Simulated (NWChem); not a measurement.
System meant: VNH3O2F; SMILES [NH]=[V]([OH])([OH])[F]

Here is an NWChem input.

```
start job
memory heap 200 mb stack 900 mb global 1100 mb
geometry units angstroms noautosym nocenter noautoz
  V     -0.000128     0.013318    -0.078306
  N      0.000340    -0.097142     1.512057
  H     -0.002344    -0.021113     2.528083
  F     -0.033142     1.683749    -0.523456
  O     -1.415192    -0.806274    -0.694769
  H     -2.090363    -1.188661    -0.124084
  O      1.447989    -0.748853    -0.691667
  H      2.136723    -1.103886    -0.119534
end
basis spherical
  * library def2-svp
end
dft
  xc m06-2x
  iterations 150
end
property
  shielding 6 1 2 3 4 5 6
end
task dft property
```

End of the output:

```
 Vector   32  Occ=0.000000D+00  E= 1.503840D-03
              MO Center= -2.3D-04,  6.4D-03,  2.1D-01, r^2= 3.8D+00
   Bfn.  Coefficient  Atom+Function         Bfn.  Coefficient  Atom+Function
  ----- ------------  ---------------      ----- ------------  ---------------
     5      0.643823  1 V  s                 17     -0.605103  1 V  d  0
    47     -0.474203  3 H  s                 34      0.377304  2 N  s
    14      0.329974  1 V  pz                22     -0.266896  1 V  d  0
    46     -0.218078  3 H  s                 11     -0.195894  1 V  pz
     4     -0.191247  1 V  s                 70     -0.137309  5 O  pz

 center of mass
 --------------
 x =  -0.00099220 y =   0.06514415 z =  -0.20070105

 moments of inertia (a.u.)
 ------------------
         478.223367415796           0.087679301876          -0.128823149913
           0.087679301876         473.636605611234           3.380246441402
          -0.128823149913           3.380246441402         537.362031413201

     Multipole analysis of the density
     ---------------------------------

     L   x y z        total         alpha         beta         nuclear
     -   - - -        -----         -----         ----         -------
     0   0 0 0     -0.000000    -29.000000    -29.000000     58.000000

     1   1 0 0      0.015100      0.000416      0.000416      0.014267
     1   0 1 0     -0.834322     -0.441146     -0.441146      0.047971
     1   0 0 1      1.487078      5.217244      5.217244     -8.947410

     2   2 0 0    -23.760307    -86.409371    -86.409371    149.058436
     2   1 1 0      0.132117     -0.071787     -0.071787      0.275690
     2   1 0 1      0.017543     -0.012031     -0.012031      0.041606
     2   0 2 0    -30.311200    -82.834456    -82.834456    135.357712
     2   0 1 1     -0.757837     -0.140776     -0.140776     -0.476286
     2   0 0 2    -26.059435    -71.454202    -71.454202    116.848970

          -----------------------------------------
          Chemical Shielding Tensors (GIAO, in ppm)
          -----------------------------------------

 ------------------------------------------------------------------------
  xm06: d2 not coded                    0
 ------------------------------------------------------------------------
 ------------------------------------------------------------------------
  current input line :
    23: task dft property
 ------------------------------------------------------------------------
 ------------------------------------------------------------------------
 This error has not yet been assigned to a category
 ------------------------------------------------------------------------
 For more information see the NWChem manual at https://nwchemgit.github.io

0: xm06: d2 not coded:Received an Error in Communication
```

Problem. What is wrong, and how is it mended?

Solution. The program stopped with an error. Cause: this functional's second derivatives, which shieldings need, aren't coded here; the fix takes a hybrid GGA instead. This input runs:
```
start job
memory heap 200 mb stack 900 mb global 1100 mb
geometry units angstroms noautosym nocenter noautoz
  V     -0.000128     0.013318    -0.078306
  N      0.000340    -0.097142     1.512057
  H     -0.002344    -0.021113     2.528083
  F     -0.033142     1.683749    -0.523456
  O     -1.415192    -0.806274    -0.694769
  H     -2.090363    -1.188661    -0.124084
  O      1.447989    -0.748853    -0.691667
  H      2.136723    -1.103886    -0.119534
end
basis spherical
  * library def2-svp
end
dft
  xc pbe0
  iterations 150
end
property
  shielding 6 1 2 3 4 5 6
end
task dft property
```
It converges to -1250.09215 Ha (PBE0/def2-SVP, GIAO).
